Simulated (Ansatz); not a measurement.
```yaml
crystal:
  periodic: [false, false, false]
  atoms:
    - {symbol: C, position_ang: [-1.567225, 1.619305, -2.257686]}
    - {symbol: B, position_ang: [-0.196787, -0.492143, -0.378056]}
    - {symbol: C, position_ang: [2.800708, -0.151549, 0.142470]}
    - {symbol: O, position_ang: [-1.898506, -1.159669, 1.822750]}
    - {symbol: H, position_ang: [-3.836500, 1.118660, -2.212800]}
    - {symbol: H, position_ang: [-1.551221, 3.190699, -0.982157]}
    - {symbol: H, position_ang: [-1.127942, 1.803749, -3.547485]}
    - {symbol: H, position_ang: [-0.163111, -2.757256, -1.676536]}
    - {symbol: H, position_ang: [3.785826, 0.108413, -1.246777]}
    - {symbol: H, position_ang: [3.233389, -1.370519, 1.378983]}
    - {symbol: H, position_ang: [2.948523, 1.845170, 1.442897]}
    - {symbol: H, position_ang: [-1.752137, 0.274662, 3.101841]}
    - {symbol: H, position_ang: [-0.709842, -2.672621, 2.995702]}
basis:
  gaussian: {orbitals: def2-SVP}
hamiltonian: {xc: {name: revPBE}}
output: {forces: true}
```

```sh
$ ansatz run in.yaml --threads 2 --pin off --events-out ev --progress --plain --max-ram 32768MiB --backend cpu
```

Shortened log:

```
Functional definition: revPBE
  name "revPBE"
  cite "Zhang & Yang, Phys. Rev. Lett. 80, 890 (1998) doi:10.1103/PhysRevLett.80.890"
  cite "Perdew, Burke & Ernzerhof, Phys. Rev. Lett. 77, 3865 (1996) doi:10.1103/PhysRevLett.77.3865"
  parameter kappa = 1.245
  parameter beta = 0.06672455060314922
  exchange = pbe_x(kappa = kappa, mu = beta*pi^2/3)
  correlation = pbe_c(beta = beta)
1135 factors; their error is unknown
mean field evaluation 1: about -4874.4473 eV, gradient 8.9e1 eV
mean field evaluation 2: about -4558.0429 eV, gradient 2.0e2 eV
mean field evaluation 4: about -4482.6288 eV, gradient 1.9e2 eV
mean field evaluation 8: about -4900.6116 eV, gradient 2.3e0 eV
mean field evaluation 16: about -4900.6049 eV, gradient 2.4e-5 eV
mean field -4900.60494667 eV, -180.0939100408 hartree, gradient 6.4e-6 eV, S^2 0.000000; 6 other end points of the search recorded, 0 dependent functions left out
the calculation of the forces begins
reference -4900.60502610 eV, -180.0939129599 hartree; 17, 17 occupied and 84, 84 virtual orbitals, 1135 factors
Total energy: -4900.60502610 eV, -180.0939129599 hartree
Atom 0 at    -1.567225     1.619305    -2.257686 Å, force    -0.834997     1.532981    -0.466674 eV/Å
Atom 1 at    -0.196787    -0.492143    -0.378056 Å, force     0.145678    -0.722041    -0.547476 eV/Å
Atom 2 at     2.800708    -0.151549     0.142470 Å, force     1.705832     0.124504     0.688608 eV/Å
Atom 3 at    -1.898506    -1.159669     1.822750 Å, force     1.752932     1.384560     2.530312 eV/Å
Atom 4 at    -3.836500     1.118660    -2.212800 Å, force     2.197442     0.424784    -0.158243 eV/Å
Atom 5 at    -1.551221     3.190699    -0.982157 Å, force     0.108841    -2.184664    -2.153689 eV/Å
Atom 6 at    -1.127942     1.803749    -3.547485 Å, force    -1.140431    -0.245514     3.442020 eV/Å
Atom 7 at    -0.163111    -2.757256    -1.676536 Å, force    -0.069303     1.023838     0.708019 eV/Å
Atom 8 at     3.785826     0.108413    -1.246777 Å, force    -1.957061    -0.811982     3.116865 eV/Å
Atom 9 at     3.233389    -1.370519     1.378983 Å, force    -0.597343     2.317522    -2.707834 eV/Å
Atom 10 at     2.948523     1.845170     1.442897 Å, force    -0.110673    -1.677441    -1.146243 eV/Å
Atom 11 at    -1.752137     0.274662     3.101841 Å, force    -0.189388    -2.540293    -2.278126 eV/Å
Atom 12 at    -0.709842    -2.672621     2.995702 Å, force    -1.011528     1.373746    -1.027539 eV/Å
Dipole moment:     0.127242     0.096902     0.182138 e Å
```

Task: What is wrong with this run?

Result: The coordinates are in bohr but typed as ångström. Self-consistency was reached. The result belongs to that input, not to the molecule as meant.
